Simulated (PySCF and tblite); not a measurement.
Values are calculated unless marked as measured or tabulated.
Stationary points of C5H6O2 at GFN2-xTB, in Å:

Structure A

```
 1 C     2.502   -0.129    0.082
 2 C     1.313   -0.458   -0.414
 3 C     0.056    0.066    0.102
 4 O     0.182    0.914    1.135
 5 C    -1.129   -0.305   -0.452
 6 C    -2.430    0.146   -0.034
 7 O    -3.480   -0.193   -0.530
 8 H     2.588    0.556    0.909
 9 H     3.414   -0.531   -0.321
10 H     1.222   -1.143   -1.244
11 H    -0.683    1.226    1.434
12 H    -1.118   -0.997   -1.279
13 H    -2.439    0.868    0.818
```

Structure B

```
 1 C     2.510   -0.061    0.024
 2 C     1.329   -0.510   -0.383
 3 C     0.059    0.061    0.051
 4 O     0.169    1.086    0.937
 5 C    -1.116   -0.404   -0.397
 6 C    -2.444    0.096    0.027
 7 O    -3.097    0.933   -0.532
 8 H     2.581    0.767    0.707
 9 H     3.431   -0.504   -0.312
10 H     1.248   -1.340   -1.070
11 H    -0.697    1.470    1.118
12 H    -1.143   -1.202   -1.121
13 H    -2.830   -0.394    0.951
```

Structure C

```
 1 C     2.503    0.012   -0.011
 2 C     1.332   -0.543   -0.305
 3 C     0.057    0.066    0.052
 4 O     0.103    1.220    0.692
 5 C    -1.135   -0.537   -0.266
 6 C    -2.373    0.073    0.093
 7 O    -2.476    1.144    0.689
 8 H     2.550    0.952    0.513
 9 H     3.437   -0.450   -0.281
10 H     1.267   -1.485   -0.830
11 H    -0.841    1.503    0.864
12 H    -1.146   -1.478   -0.788
13 H    -3.282   -0.477   -0.200
```

Geometries: GFN2-xTB; energies: PBE0/pcSseg-1 + D3(BJ), IEF-PCM chloroform; zero-point and thermal terms from GFN2-xTB harmonic modes (soft modes blended into free rotors).

Problem. Which structure is a saddle point, and along which motion?

Solution. B: one imaginary mode (247i cm⁻¹ at GFN2-xTB, mostly on H13, O7, C6), along the rotation about the C5–C6 bond (torsion C3–C5–C6–O7 from 0° to 180°, rising).

Problem. Give their symmetry and energies above the lowest.

Solution. A Cs, 9.2 kcal/mol; B C1, 21.3 kcal/mol; C Cs, 0.0 kcal/mol.
